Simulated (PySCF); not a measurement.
**The third ionisation energy along the 5d series**

Calculated with PySCF 2.14 from differences of total energies of unrestricted determinants, without spin-orbit coupling. Values in eV. The last column holds reference values (NIST; (s) semi-empirical, (t) theoretical, else measured). Unmarked ones compare directly (S terms, centres of terms, or small fine structure); those marked * lie between the lowest fine-structure levels and include a spin-orbit shift.

```json
{"element": "Hf (aug-cc-pVTZ-PP with ECP60MDF, ECP)", "configurations": "[Xe] 4f14 5d2 → [Xe] 4f14 5d1", "UHF": "21.537", "SCS-MP2 (valence)": "21.568", "CCSD (valence)": "21.659", "CCSD(T) (valence)": "21.659", "LDA": "22.581", "PBE": "22.583", "reference": "22.55 ± 0.04 (t) *"}
{"element": "Ta (aug-cc-pVTZ-PP with ECP60MDF, ECP)", "configurations": "[Xe] 4f14 5d3 → [Xe] 4f14 5d2", "UHF": "23.129", "SCS-MP2 (valence)": "23.225", "CCSD (valence)": "23.478", "CCSD(T) (valence)": "23.480", "LDA": "24.488", "PBE": "24.374", "reference": "23.1 ± 1.6 (t) *"}
{"element": "W (aug-cc-pVTZ-PP with ECP60MDF, ECP)", "configurations": "[Xe] 4f14 5d4 → [Xe] 4f14 5d3", "UHF": "24.751", "SCS-MP2 (valence)": "24.913", "CCSD (valence)": "25.298", "CCSD(T) (valence)": "25.307", "LDA": "26.298", "PBE": "26.063", "reference": "26 ± 0.4 (s) *"}
{"element": "Re (aug-cc-pVTZ-PP with ECP60MDF, ECP)", "configurations": "[Xe] 4f14 5d5 → [Xe] 4f14 5d4", "UHF": "27.243", "SCS-MP2 (valence)": "27.439", "CCSD (valence)": "27.867", "CCSD(T) (valence)": "27.880", "LDA": "28.563", "PBE": "28.390", "reference": "27 ± 1.6 (t) *"}
{"element": "Os (aug-cc-pVTZ-PP with ECP60MDF, ECP)", "configurations": "[Xe] 4f14 5d6 → [Xe] 4f14 5d5", "UHF": "24.873", "SCS-MP2 (valence)": "26.359", "CCSD (valence)": "26.176", "CCSD(T) (valence)": "26.243", "LDA": "27.158", "PBE": "26.930", "reference": "25 ± 1.6 (t) *"}
{"element": "Ir (aug-cc-pVTZ-PP with ECP60MDF, ECP)", "configurations": "[Xe] 4f14 5d7 → [Xe] 4f14 5d6", "UHF": "27.433", "SCS-MP2 (valence)": "28.920", "CCSD (valence)": "28.716", "CCSD(T) (valence)": "28.783", "LDA": "29.492", "PBE": "29.276", "reference": "28 ± 1.6 (t) *"}
{"element": "Pt (aug-cc-pVTZ-PP with ECP60MDF, ECP)", "configurations": "[Xe] 4f14 5d8 → [Xe] 4f14 5d7", "UHF": "29.098", "SCS-MP2 (valence)": "30.717", "CCSD (valence)": "30.540", "CCSD(T) (valence)": "30.624", "LDA": "31.428", "PBE": "31.104", "reference": "29 ± 1.6 (t) *"}
{"element": "Au (aug-cc-pVTZ-PP with ECP60MDF, ECP)", "configurations": "[Xe] 4f14 5d9 → [Xe] 4f14 5d8", "UHF": "30.836", "SCS-MP2 (valence)": "32.531", "CCSD (valence)": "32.404", "CCSD(T) (valence)": "32.501", "LDA": "33.294", "PBE": "32.848", "reference": "30 ± 1.6 (t) *"}
{"element": "Hg (aug-cc-pVTZ-PP with ECP60MDF, ECP)", "configurations": "[Xe] 4f14 5d10 → [Xe] 4f14 5d9", "UHF": "33.517", "SCS-MP2 (valence)": "35.196", "CCSD (valence)": "35.055", "CCSD(T) (valence)": "35.142", "LDA": "35.643", "PBE": "35.255", "reference": "34.49 ± 0.05 *"}
```

"Valence" correlates the outer s and p shells and, in groups 3 to 12 and the f block, the outer d or f shell, open or full, or the next shell where the ion has no valence electron left; the wider scheme adds the next inner shell.
